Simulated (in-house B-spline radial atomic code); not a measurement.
Configurations of Cu³⁺, with energies counted from [Ar] 3d8. All numbers are computed (scalar-relativistic (X2C) BLYP, spin-polarised, spherical fractional occupations; Fermi nucleus of rms radius 3.8823 fm) with a B-spline radial code for spherical atoms, not measured. Shells without spins written out take the highest spin.

Occupations are held fixed; configurations that lie above the ionisation limit could autoionise.

```
                                              configuration  E - E(ref) (eV)  highest orbital  its <r> (bohr)
                                               [Ar] 3d7 4s1             14.4            4s up           1.979
                                               [Ar] 3d7 4f1           43.958            4f up           4.259
                 [Ne] 3s2 3p(2 up, 3 down) 3d(4 up, 5 down)           68.675            3d up          0.8618
[Ne] 3s2 3p(2 up, 3 down) 3d(4 up, 4 down) 4p(1 up, 0 down)           95.684            4p up           2.265
                                       [Ne] 3s2 3p5 3d8 4d1           105.27            4d up           3.021
```

(1) Order these further configurations by energy, lowest first.
A. [Ne] 3s2 3p(3 up, 2 down) 3d(3 up, 5 down) 4f(1 up, 0 down)
B. [Ar] 3d7 4p1
C. [Ne] 3s2 3p5 3d8 4f1
D. [Ne] 3s2 3p5 3d8 4s1
E. [Ar] 3d(5 up, 2 down) 4d(1 up, 0 down)

(2) How far above the reference does [Ne] 3s2 3p5 3d8 4p1 lie?

## Answers

(1) B (23.516 eV), E (35.888 eV), D (83.698 eV), C (113.39 eV), A (116.05 eV).

(2) 92.841 eV; its least bound orbital is 4p up with <r> = 2.248 bohr.
